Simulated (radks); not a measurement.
Values are calculated unless marked as measured or tabulated.
Initial-state core-level shifts of neutral technetium when its valence configuration changes from [Kr] 4d5 5s2. Level of theory: Dirac Kohn-Sham, PBE, spin-unpolarised, spherical densities, finite nucleus; open shells fill j = l - 1/2 first; Fermi nuclear charge, rms radius 4.4112 fm (a radial shooting solver on a logarithmic mesh with Libxc functionals). Shifts are changes of the shell-averaged eigenvalues in eV (positive: less bound); the change of the density at the nucleus, which sets a Mossbauer isomer shift, is in e/bohr^3, on a base of 1.002e+05.

valence              1s      2p      3s      3p  density at nucleus
4d4 5s2 5p1      -5.002  -5.243  -5.176  -5.177               +8.17
4d5 5s1 5p1      -1.382  -1.346  -1.362  -1.361              -12.44
4d7              +5.466  +5.826  +5.788  +5.789              -29.37
4d6 5s1          +3.076  +3.283  +3.249  +3.249              -16.78
4d5.5 5s1.5      +1.617  +1.727  +1.705  +1.706               -8.97
4d4.5 5s2 5p0.5  -2.466  -2.576  -2.550  -2.550               +3.96
4d5.5 5s0.5 5p1  +0.225  +0.378  +0.338  +0.339              -20.99
4d4.5 5s1 5p1.5  -3.757  -3.838  -3.826  -3.825               -9.85
4d6 5p1          +1.683  +1.939  +1.886  +1.887              -28.47
